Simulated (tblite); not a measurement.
Species: C2H7FO2Si2.
Structure used (GFN2-xTB), in Å, numbered top down from 1:
```
atom  x, y, z in Å
C1    -1.2689   -0.5780    1.2236
C2    -0.6617   -0.5275   -0.1733
O3     0.6277   -1.1522   -0.1502
Si4    1.9255   -0.2200   -0.3399
F5     2.8078   -0.7752   -1.5484
O6     1.2660    1.2082   -0.7903
Si7   -0.3616    1.2674   -0.8346
H8    -1.2981   -1.6031    1.5881
H9    -0.6708    0.0147    1.9124
H10   -2.2803   -0.1800    1.1992
H11   -1.2719   -1.1414   -0.8447
H12    2.7519   -0.0250    0.8203
H13   -0.7887    1.4378   -2.2155
H14   -0.7776    2.2738    0.1310
```

Computed values, GFN2-xTB/tblite, gas phase, harmonic and unscaled. This tight-binding method is rough: wavenumbers can miss measured ones by several per cent, in bad cases by 10 to 20. Modes of hydrogen on silicon can be 10 to 20 % off. One conformer, not necessarily the lowest.

Harmonic wavenumbers (cm⁻¹): 70.7, 91.2, 180.0, 219.2, 257.2, 276.5, 365.5, 421.7, 473.9, 511.2, 581.8, 601.9, 626.2, 663.8, 691.2, 748.2, 786.5, 831.3, 881.3, 932.6, 992.3, 1007.4, 1085.2, 1108.7, 1231.8, 1293.7, 1395.5, 1477.4, 1499.6, 2326.6, 2332.9, 2490.5, 2906.2, 3023.1, 3031.1, 3036.7.

A = 3045, B = 1543, C = 1168 MHz; mass 137.997 u (most abundant isotopes); point group C1, symmetry number 1.

What is the zero-point energy?

½Σν̃ = 20225 cm⁻¹ = 241.95 kJ/mol.

What is S at 500 K and 1 bar for an ideal gas of classical rigid rotors and harmonic oscillators?

Translation 181.05, rotation 125.53, vibration 163.53: S = 470.1 J/(mol K).

And Cp and H(500 K) − H(0)?

Cp = 199.90 J/(mol K), of which vibrations give 166.64 (their classical limit is 36 R = 299.3); H(500 K) − H(0) = 60.60 kJ/mol without the zero-point energy, 43.98 from vibrations.

How do the functions run with temperature in this model?

| T (K) | S (J/(mol K)) | Cp (J/(mol K)) | H − H(0) (kJ/mol) | G − H(0) (kJ/mol) | ln q(vib) |
| --- | --- | --- | --- | --- | --- |
| 100 | 274.5 | 65.5 | 4.69 | -22.76 | 0.94 |
| 200 | 332.0 | 105.6 | 13.22 | -53.19 | 2.78 |
| 300 | 382.3 | 144.0 | 25.75 | -88.94 | 4.83 |
| 800 | 575.5 | 247.4 | 128.42 | -331.97 | 15.16 |
| 1000 | 632.9 | 267.1 | 179.99 | -452.96 | 18.83 |

q(vib) and H(0) count from the zero-point level.

Which modes carry the vibrational entropy at 500 K?

70.7 cm⁻¹: 21.57; 91.2 cm⁻¹: 19.46; 180.0 cm⁻¹: 13.88; 219.2 cm⁻¹: 12.28; 257.2 cm⁻¹: 11.00; 276.5 cm⁻¹: 10.43 J/(mol K); the other 30 give 74.91 together.

Blend soft modes into free rotors: weight 1/[1 + (100 cm⁻¹/ν̃)⁴] for the oscillator and the rest for a rotor with moment μB/(μ + B), μ = h/(8π²ν), B = 10⁻⁴⁴ kg m². What vibrational entropy results?

155.50 J/(mol K) in place of 163.53, which changes −T·S at 500 K by +4.02 kJ/mol.

Hindered rotation and anharmonicity are outside this model. Other conformers, if any are populated, would add a mixing term that is left out. The structure is chiral; the term R ln 2 for an equal mix with its mirror image is left out.

Time: 0.47 s of wall time. Hardware: one thread, Arm Neoverse V1 (aarch64), shared host with 32 logical CPUs at a one-minute load of 20. This covers the Hessian and the dipole derivatives.
